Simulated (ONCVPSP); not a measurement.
## What the settings do to the ONCV potential of copper

Base potential:

* Element: copper (Cu)
* Generator: ONCVPSP 4.0.1
* Type: optimised norm-conserving Vanderbilt (ONCV)
* Functional: PBE
* Relativity: non-relativistic
* Frozen core: [Ne]
* Valence charge: 19
* Reference configuration: 3s2 3p6 3d10 4s0.5 (charge +0.5)
* Partial waves: 3s+4s: rc 1.30 bohr, ncon 4, nbas 8, qcut 8 1/bohr, 2 projectors; 3p: rc 1.05 bohr, ncon 4, nbas 8, qcut 12.8 1/bohr, 2 projectors, debl 1.4 Ha; 3d: rc 1.05 bohr, ncon 4, nbas 7, qcut 15.2 1/bohr, 1 projector
* Local potential: polynomial inside 0.90 bohr (lpopt 5, dvloc0 1 Ha)
* Core correction: none

In the p channel the program set the typed energies aside and used -2.762, 0.250 Ha.

Cutoffs, loose and tight: the cutoffs (Ha) at which the residual kinetic energy of the hardest occupied pseudo-wave falls to 1 and 0.1 mHa per electron. They do not see the model core or the augmentation charge, which bear on the density cutoff. Test errors are all-electron minus pseudo excitation energies from the reference, over the configurations 3s2 3p6 3d10 4s1; 3s2 3p6 3d10 4s0; 3s2 3p6 3d9 4s0; 3s2 3p6 3d8 4s0. A dash means not determined; rows that change the core or the reference have their own tests. The largest error is taken over the tests solved by every variant that gives reliable tests at all: 3s2 3p6 3d10 4s0; 3s2 3p6 3d8 4s0; 3s2 3p6 3d9 4s0.

```csv
change,outcome,"cutoff, loose","cutoff, tight",bound ghosts,GHOST(+) flags above zero,largest test error (meV)
base,"generated, projector energies reset by the program",89 Ha,100 Ha,none,none,-14
"all radii scaled by about 0.80 (s 1.04, p 0.84, d 0.84 bohr); local potential polynomial inside 0.72 bohr (lpopt 5, dvloc0 1 Ha)","generated, projector energies reset by the program",109 Ha,219 Ha,none,none,-4.4
"all radii scaled by about 0.85 (s 1.10, p 0.90, d 0.90 bohr); local potential polynomial inside 0.76 bohr (lpopt 5, dvloc0 1 Ha)","generated, projector energies reset by the program",102 Ha,131 Ha,none,none,-6.1
"all radii scaled by about 0.93 (s 1.20, p 0.98, d 0.98 bohr); local potential polynomial inside 0.84 bohr (lpopt 5, dvloc0 1 Ha)","generated, projector energies reset by the program",95 Ha,106 Ha,none,none,-10
"all radii scaled by about 1.10 (s 1.42, p 1.16, d 1.16 bohr); local potential polynomial inside 0.98 bohr (lpopt 5, dvloc0 1 Ha)","generated, projector energies reset by the program",82 Ha,93 Ha,none,none,-21
"all radii scaled by about 1.24 (s 1.60, p 1.30, d 1.30 bohr); local potential polynomial inside 1.12 bohr (lpopt 5, dvloc0 1 Ha)","generated, projector energies reset by the program",72 Ha,82 Ha,none,none,-38
"all radii scaled by about 1.33 (s 1.72, p 1.40, d 1.40 bohr); local potential polynomial inside 1.20 bohr (lpopt 5, dvloc0 1 Ha)","generated, projector energies reset by the program",67 Ha,76 Ha,none,none,-48
```

(1) What comes out with this change to the base: all radii scaled by about 1.18 (s 1.52, p 1.24, d 1.24 bohr); local potential polynomial inside 1.06 bohr (lpopt 5, dvloc0 1 Ha)?

## Answers

(1) outcome: generated, projector energies reset by the program; cutoff, loose: 76 Ha; cutoff, tight: 86 Ha; bound ghosts: none; GHOST(+) flags above zero: none; largest test error (meV): -30.

Reading the sweep of the scale of all radii (base = 1) (base included, trends over the rows without a ghost): The loose cutoff falls from 109 Ha at 0.8 to 67 Ha at 1.33. A larger radius leaves more room for a smooth pseudo-wave, so fewer plane waves are needed; a smaller one forces it to follow the all-electron wave where it bends sharply. The median size of the test errors (rows with all tests solved) rises from 1.3 meV at 0.85 to 7.9 meV at 1.33. More of the atom is replaced by a form fitted at one configuration, so other configurations suffer as the radius grows.
